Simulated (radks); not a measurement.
Task: The argon ion Ar11+, 7 electrons, occupied as [He] 2s2 2p3. All-electron calculation, scalar-relativistic Kohn-Sham, LDA (Slater exchange, VWN5 correlation), spin-polarised, spherical densities, finite nucleus; open shells are filled with parallel spins first; Fermi nuclear charge, rms radius 3.4274 fm. Program: a radial shooting solver on a logarithmic mesh with Libxc functionals. Some entries of the table are withheld. Estimate them.

orbital  occ.  eigenvalue (eV)  <r^2> (bohr^2)  r(max) (bohr)
1s up       1              (1)        0.009884            (2)
1s down     1              (3)        0.009829            (4)
2s up       1        -640.7205          0.1721            (5)
2s down     1        -623.1304          0.1762            (6)
2p up       3        -588.1852          0.1375         0.2610
2p down     0        -567.4598          0.1421         0.2638

Result: 
(1) 1s up eigenvalue (eV): -3534.804
(2) 1s up r(max) (bohr): 0.05618
(3) 1s down eigenvalue (eV): -3524.081
(4) 1s down r(max) (bohr): 0.05611
(5) 2s up r(max) (bohr): 0.3234
(6) 2s down r(max) (bohr): 0.3257
